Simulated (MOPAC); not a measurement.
MOPAC input (PM3):

```
PM3 PRECISE GNORM=0.05 LET XYZ UHF MS=0.5 GEO-OK AUX(PRECISION=9) THREADS=1
NaO

Na   -0.00000000 1   -0.00000000 1   -0.86395200 1
O     0.00000000 1    0.00000000 1    1.18793500 1
```

From the output:

```
                                                       MOPAC v23.2.5 Linux

          FINAL HEAT OF FORMATION =         23.20210 KCAL/MOL =      97.07759 KJ/MOL

          COSMO AREA              =         97.58 SQUARE ANGSTROMS
          COSMO VOLUME            =         87.74 CUBIC ANGSTROMS

          GRADIENT NORM           =          0.03487          =       0.02466 PER ATOM
          IONIZATION POTENTIAL    =          8.438015 EV
          ALPHA SOMO LUMO (EV)    =         -9.138  0.918
          BETA  SOMO LUMO (EV)    =         -8.438  0.135
          NO. OF ALPHA ELECTRONS  =          4
          NO. OF BETA  ELECTRONS  =          3
          MOLECULAR WEIGHT        =         38.9892         POINT GROUP:  C*v

          MOLECULAR DIMENSIONS (Angstroms)

            Atom       Atom       Distance
            O     2   Na     1     2.18365
            O     2   Na     1     0.00000
           Na     1    O     2     0.00000

          SCF CALCULATIONS        =          6

   ATOM   CHEMICAL          X               Y               Z
  NUMBER   SYMBOL      (ANGSTROMS)     (ANGSTROMS)     (ANGSTROMS)

     1      Na          0.00000000  *   0.00000000  *  -0.92983105  *
     2       O         -0.00000000  *   0.00000000  *   1.25381405  *

                             CARTESIAN COORDINATES

   1   Na        0.000000000     0.000000000    -0.929831053
   2    O       -0.000000000     0.000000000     1.253814053

           Empirical Formula: O Na  =     2 atoms

      MOLECULAR POINT GROUP   :   C*v

          ALPHA EIGENVALUES
 -27.89590 -10.37026  -9.32927  -9.13810   0.91790   1.05031   1.53201   2.72029

           BETA EIGENVALUES
 -27.31224  -8.64092  -8.43802   0.13524   1.13660   1.56701   2.82226   3.67199

              NET ATOMIC CHARGES AND DIPOLE CONTRIBUTIONS

  ATOM NO.   TYPE          CHARGE      No. of ELECS.   s-Pop       p-Pop
    1         Na           0.635056        0.3649     0.02681     0.33813
    2          O          -0.635056        6.6351     1.93178     4.70328
 DIPOLE           X         Y         Z       TOTAL
 POINT-CHG.     0.000    -0.000    -6.661     6.661
 HYBRID        -0.000    -0.000    -0.325     0.325
 SUM           -0.000    -0.000    -6.985     6.985

          ATOMIC ORBITAL ELECTRON POPULATIONS

     Atom    s        px        py        pz
    1 Na   0.02681   0.11024   0.03293   0.19496
    2  O   1.93178   1.88976   0.96707   1.84645

                    (SZ)    =    0.500000
                    (S**2)  =    0.751910

          ATOMIC ORBITAL SPIN POPULATIONS

    Atom   Total    s     px     py     pz
         Atomic
    1 Na  0.0018 -0.004 -0.014  0.033 -0.014
    2  O  0.9982  0.001  0.014  0.967  0.017

 **********************
 *                    *
 * JOB ENDED NORMALLY *
 *                    *
 **********************

 == MOPAC DONE ==
```

The geometry given is a B3LYP-D3(BJ)/def2-TZVP minimum.
